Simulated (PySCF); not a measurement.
Al(Me)2(F) (C2H6AlF), SMILES [CH3][Al]([CH3])[F].

The structure is a stationary point at PBE0-D3(BJ)/def2-SVP. The isomer is the one that the SMILES or the coordinates give; other isomers of the formula were not compared.

The numbers are results of PySCF 2.14.0 with PBE0-D3(BJ)/def2-SVP, not measurements.

Frequencies are harmonic and unscaled.

A small imaginary wavenumber (i) marks a very flat motion, where grid noise or a shallow saddle decides the sign.

Task: Estimate the vibrational spectrum. (Estimate from the structure and the level; the computed values follow.)

Result: 
```csv
mode,ν (cm⁻¹),IR (km/mol),moving atoms (share of kinetic energy)
1,12i,0.1,H 95 %
2,20,0.1,H 98 %
3,166,1.4,"C 39 %, H 37 %, Al 14 %, F 10 %"
4,205,18.2,"Al 50 %, H 27 %, F 14 %, C 9 %"
5,219,21.6,"F 44 %, C 21 %, H 18 %, Al 17 %"
6,541,0.0,"H 49 %, C 44 %"
7,566,0.0,"H 57 %, C 37 %"
8,630,6.5,"H 71 %, C 26 %"
9,689,113.7,"H 67 %, C 20 %, Al 12 %"
10,708,20.5,"H 65 %, C 22 %, F 14 %"
11,730,144.2,"Al 46 %, C 30 %, H 23 %"
12,874,167.6,"Al 48 %, F 41 %"
13,1212,17.5,"H 80 %, C 20 %"
14,1213,51.8,"H 78 %, C 22 %"
15,1419,1.6,H 95 %
16,1420,2.3,H 96 %
17,1423,1.0,H 95 %
18,1424,3.7,H 95 %
19,3045,2.5,H 97 %
20,3046,0.4,H 97 %
21,3139,5.4,"H 91 %, C 9 %"
22,3139,0.7,"H 91 %, C 9 %"
23,3161,1.2,"H 91 %, C 9 %"
24,3161,6.2,"H 91 %, C 9 %"
```
